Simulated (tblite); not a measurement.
A geometry optimisation, step by step.

Species: C₅H₁₁BF₂Si.
Numbering: `[F:1][B:2]([F:3])[CH2:4][SiH:5]1[CH2:6][CH2:7][CH2:8][CH2:9]1` (hydrogens: H10, H11 on C4; H12 on Si5; H13, H14 on C6; H15, H16 on C7; H17, H18 on C8; H19, H20 on C9)

Computed with GFN2-xTB (tblite), gas phase: L-BFGS steps from a force-field or distance-geometry start until the largest atomic force falls under 0.01 eV/Å. 3 of its 164 geometries are shown.

Step 0: E = -783.2922 eV, largest atomic force 4.002 eV/Å
```
atom  x, y, z in Å  |  force x, y, z in eV/Å
F1      3.631   -1.575   -0.367   -0.824   3.392  -0.864
B2      3.216   -0.173   -0.466    2.820  -0.685   2.756
F3      4.317    0.783   -0.541   -2.429  -2.516  -0.527
C4      1.958    0.285    0.395    1.978   0.739   0.360
Si5     0.349   -0.059   -0.422   -0.295   0.101  -1.012
C6     -0.843    1.358   -0.075    0.345  -0.320   0.008
C7     -2.112    0.525   -0.164   -0.720   1.115  -0.006
C8     -1.916   -0.611    0.827   -1.685  -0.474  -0.921
C9     -0.678   -1.375    0.410    0.856  -0.332   1.256
H10     1.988   -0.146    1.425    0.141   0.096  -0.971
H11     2.028    1.386    0.533    0.104  -0.656  -0.061
H12     0.451   -0.247   -1.871    0.064  -0.044  -0.203
H13    -0.784    2.135   -0.832   -0.234   0.246   0.361
H14    -0.723    1.737    0.957   -0.124   0.196  -0.699
H15    -2.982    1.170    0.098    0.241  -0.609  -0.241
H16    -2.221    0.152   -1.199   -0.172   0.112   0.564
H17    -2.800   -1.290    0.724    0.479   0.518   0.658
H18    -1.845   -0.155    1.816   -0.053  -0.445  -0.031
H19    -0.909   -2.225   -0.237    0.085   0.063   0.486
H20    -0.129   -1.666    1.347   -0.576  -0.496  -0.912
```

Step 82: E = -784.7832 eV, largest atomic force 0.033 eV/Å
```
atom  x, y, z in Å  |  force x, y, z in eV/Å
F1      3.731   -1.446    0.103   -0.027  -0.017   0.008
B2      3.245   -0.238   -0.127    0.008   0.005  -0.002
F3      3.852    0.387   -1.124    0.000  -0.009   0.008
C4      2.029    0.367    0.613    0.025   0.013  -0.009
Si5     0.459    0.028   -0.445   -0.015  -0.014  -0.025
C6     -0.874    1.371   -0.215   -0.010   0.007  -0.004
C7     -2.161    0.560   -0.065    0.001  -0.005   0.009
C8     -1.856   -0.640    0.825    0.012  -0.017  -0.004
C9     -0.641   -1.372    0.244    0.015  -0.009  -0.016
H10     1.889   -0.055    1.604    0.000   0.003  -0.006
H11     2.136    1.444    0.709   -0.020   0.023   0.003
H12     0.779   -0.172   -1.868    0.010   0.009   0.015
H13    -0.955    2.070   -1.044    0.003   0.005  -0.006
H14    -0.710    1.965    0.685    0.007  -0.016   0.008
H15    -2.970    1.162    0.353    0.008   0.000  -0.002
H16    -2.478    0.203   -1.046    0.001   0.005   0.012
H17    -2.719   -1.304    0.900   -0.006   0.003   0.004
H18    -1.620   -0.283    1.829   -0.007  -0.003   0.001
H19    -0.967   -2.024   -0.566   -0.004   0.001   0.004
H20    -0.175   -2.011    0.993   -0.002   0.016   0.002
```

Step 163: E = -784.8121 eV, largest atomic force 0.008 eV/Å
```
atom  x, y, z in Å  |  force x, y, z in eV/Å
F1      3.197   -1.621    0.745    0.001   0.002  -0.002
B2      3.088   -0.475    0.091   -0.002   0.001   0.000
F3      3.897   -0.391   -0.954   -0.004   0.000   0.006
C4      2.040    0.605    0.437    0.004   0.000   0.002
Si5     0.444    0.209   -0.558   -0.005   0.001  -0.005
C6     -0.966    1.418   -0.129   -0.001   0.000   0.000
C7     -2.177    0.500    0.043   -0.001   0.001  -0.002
C8     -1.723   -0.749    0.793   -0.002   0.003  -0.002
C9     -0.499   -1.325    0.070   -0.002  -0.002   0.000
H10     1.790    0.613    1.495    0.005   0.003  -0.002
H11     2.368    1.600    0.152   -0.001  -0.001  -0.001
H12     0.739    0.161   -1.999    0.000   0.003   0.003
H13    -1.159    2.170   -0.890    0.005  -0.001   0.001
H14    -0.777    1.950    0.804    0.000  -0.003  -0.001
H15    -2.990    1.002    0.571    0.003  -0.001  -0.001
H16    -2.546    0.207   -0.942   -0.003   0.003   0.000
H17    -2.529   -1.482    0.855    0.003  -0.001   0.007
H18    -1.447   -0.468    1.811    0.000  -0.004  -0.004
H19    -0.830   -1.938   -0.768    0.000  -0.002  -0.001
H20     0.075   -1.974    0.729   -0.001  -0.001   0.001
```

Question: Summarise the path.

Answer: The energy falls by 1.5199 eV from step 0 to step 163; nine tenths of that is first reached at step 11. It rises by more than 0.2 meV at step 109. The largest force goes from 4.002 to 0.008 eV/Å. Among the bonds F1–B2 changes most, from 1.466 to 1.324 Å; the atoms move by 0.598 Å rms after alignment.

The cost below is that of the whole relaxation. Time: 1.4 s of wall time. Hardware: one thread of an Arm Neoverse V1, on a shared host.
